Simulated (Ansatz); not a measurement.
Reaction (redistribution): `[NH2][GaH][SiH3]` + `C[SiH2][SiH](O)O` → `O[SiH](O)[SiH2][SiH3]` + `[CH3][GaH][NH2]`

Program: Ansatz. Geometries: PBE0-D4/def2-TZVP. ΔE: electronic, gas phase. CCSD(T)/CBS is the MP2 limit (def2-TZVPP, def2-QZVPP) plus CCSD(T) − MP2 in def2-TZVPP, frozen cores. Functionals use def2-TZVPP. B3LYP here is the variant with VWN-RPA as its local correlation; programs differ in this. For Ga outer-core shells are correlated without core-valence functions, which leaves a few kJ/mol of doubt a bond. Scalar relativity is left out up to krypton. One conformer a species, not always the lowest.

Q: Is it downhill or uphill in electronic energy at CCSD(T)/CBS, and by how much? (An estimate is asked.)

A: Computed: Uphill: ΔE = +2.3 kcal/mol.

Q: What do these levels give: PBE0-D4, B3LYP-D4, B2PLYP, r2SCAN, B3LYP, SCS-MP2/def2-TZVPP? (An estimate is asked.)

A: Computed: PBE0-D4 2.5, B3LYP-D4 3.2, B2PLYP 3.0, r2SCAN 2.6, B3LYP 3.5, SCS-MP2/def2-TZVPP 2.5 kcal/mol.

Largest T1 diagnostic among the species: 0.015.

In def2-TZVPP, CCSD(T) changes the Hartree–Fock value by −1.6 kcal/mol (the triples alone add −0.3 kcal/mol) and MP2 by −1.8 kcal/mol.
